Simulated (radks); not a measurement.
Q: Valence configurations of the osmium ion Os+ (all share [Xe]). Method: scalar-relativistic Kohn-Sham, PBE, spin-unpolarised, spherical densities, point nucleus; computed with a radial shooting solver on a logarithmic mesh with Libxc functionals. Order these by energy: 4f14 5d6 6s1; 4f13 5d7 6s1; 4f14 5d5.5 6s1.5; 4f14 5d7; 4f12 5d5.5 6s1 6p2.5; 4f13 5d6 6s2; 4f14 5d5 6s2; 4f14 5d5 6s1 6p1; 4f14 5d5.5 6s1 6p0.5; 4f14 5d6 6p1.

A: From the lowest, in eV above it: 4f14 5d7 0.000; 4f14 5d6 6s1 0.538; 4f14 5d5.5 6s1.5 1.161; 4f14 5d5 6s2 2.039; 4f14 5d5.5 6s1 6p0.5 4.312; 4f14 5d6 6p1 6.683; 4f14 5d5 6s1 6p1 8.610; 4f13 5d7 6s1 50.919; 4f13 5d6 6s2 53.515; 4f12 5d5.5 6s1 6p2.5 141.69. NIST lists [Xe] 4f14 5d6 6s1 as the ground configuration; this level of theory puts 4f14 5d7 lower, by 0.538 eV. The energies are those of spherical spin-averaged densities, not of single terms.
